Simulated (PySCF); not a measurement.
Isomers of C5H4NPS, one GFN2-xTB conformer each. Single-point energies are computed at PBE0/pcSseg-1 (PySCF, gas phase, no added dispersion term), electronic only.

```json
{"SMILES": "Cc1cpc(C#N)s1", "GFN2-xTB relative energy (kcal/mol)": "0.0"}
{"SMILES": "Cc1scpc1C#N", "GFN2-xTB relative energy (kcal/mol)": "0.6"}
{"SMILES": "Cc1pcsc1C#N", "GFN2-xTB relative energy (kcal/mol)": "2.4"}
```

Question: What does PBE0/pcSseg-1 give for the same structures?

Answer: 
```json
{"SMILES": "Cc1scpc1C#N", "PBE0/pcSseg-1 E (Eh)": "-986.58904", "PBE0/pcSseg-1 (kcal/mol)": "0.0", "GFN2-xTB (kcal/mol)": "0.6", "point group": "–"}
{"SMILES": "Cc1cpc(C#N)s1", "PBE0/pcSseg-1 E (Eh)": "-986.58703", "PBE0/pcSseg-1 (kcal/mol)": "1.3", "GFN2-xTB (kcal/mol)": "0.0", "point group": "Cs"}
{"SMILES": "Cc1pcsc1C#N", "PBE0/pcSseg-1 E (Eh)": "-986.58411", "PBE0/pcSseg-1 (kcal/mol)": "3.1", "GFN2-xTB (kcal/mol)": "2.4", "point group": "–"}
```

GFN2-xTB puts Cc1cpc(C#N)s1 lowest instead; measured from each level's own lowest isomer, the values differ by up to 1.3 kcal/mol (Cc1cpc(C#N)s1: 0.0 against 1.3). Neighbours under 2.5 kcal/mol apart (Cc1scpc1C#N and Cc1cpc(C#N)s1; Cc1cpc(C#N)s1 and Cc1pcsc1C#N) can change places with a better method, another conformer or zero-point energy.

Question: Which frontier levels, dipoles and rotational constants go with these structures?

Answer: 
| SMILES | HOMO (eV, PBE0/pcSseg-1) | LUMO (eV) | dipole (D) | A, B, C (MHz) |
| --- | --- | --- | --- | --- |
| Cc1scpc1C#N | -7.49 | -1.91 | 4.70 | 2217, 1428, 873.2 |
| Cc1cpc(C#N)s1 | -7.33 | -2.55 | 6.04 | 2916, 1153, 830.5 |
| Cc1pcsc1C#N | -7.51 | -2.24 | 3.20 | 2266, 1408, 873.2 |
